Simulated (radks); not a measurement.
Spherical quantum dot in the effective-mass picture: electrons in a parabolic well V = omega^2 r^2 / 2 with omega = 1.39, with a point charge +2 (a donor) at the centre, all in effective atomic units (hartree* = m*/eps^2 hartree, bohr* = eps/m* bohr), one dielectric constant everywhere. Calculated with a radial shooting solver with Libxc functionals: non-relativistic Kohn-Sham, exchange-only LDA, spin-polarised, spherical densities. Levels are named by radial order and angular momentum (1s, 1p, 1d, 2s, ...), and open shells are averaged over m. Results are scaled to m* = 0.03 and eps = 8.1, for which hartree* = 12.44 meV and bohr* = 14.29 nm.

N = 23, configuration 1s2 1p6 1d10 2s2 1f(up 3, down 0). This is the lowest configuration that the search found. Occupied and some empty levels:

level,occupation,eigenvalue (meV),<r> (nm)
1s up,1,155.39,12.48
1s down,1,155.49,12.33
1p up,3,172.14,23.37
1p down,3,172.67,23.16
2s up,1,176.36,24.25
2s down,1,176.96,24.23
1d up,5,182.65,27.81
1d down,5,183.37,27.70
1f up,3,193.42,30.89
2p up,0,193.96,26.88
1f down,0,194.21,30.85
2p down,0,194.49,26.95
1g up,0,204.81,33.40
1g down,0,205.63,33.40
2d up,0,207.48,30.21
2d down,0,208.03,30.24

Energy (meV): total 2503.45, kinetic 432.44, external 561.09, Hartree 1653.4, exchange-correlation -143.46.
